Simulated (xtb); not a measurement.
A run for xtb: GFN-FF on C2H7Al (SMILES C[CH2][AlH2]).

```
$ xtb mol.xyz --gfnff --sp --chrg 0 --uhf 0
10

C     -1.26160172     0.44223913     0.00082794
C     -0.14689007    -0.59796341     0.18321160
Al     1.68890051    -0.00106247    -0.16767007
H     -1.11926829     1.30288382     0.65838769
H     -1.28738658     0.82811999    -1.02082847
H     -2.25048426     0.02888493     0.21669166
H     -0.17083250    -1.00411832     1.20303100
H     -0.33575380    -1.47143246    -0.45474185
H      2.89448605    -1.01750912    -0.00167652
H      1.98883065     1.48995792    -0.61723297
```

**Question.** What total energy does the run end on?

**Answer.** -1.1554 hartree.
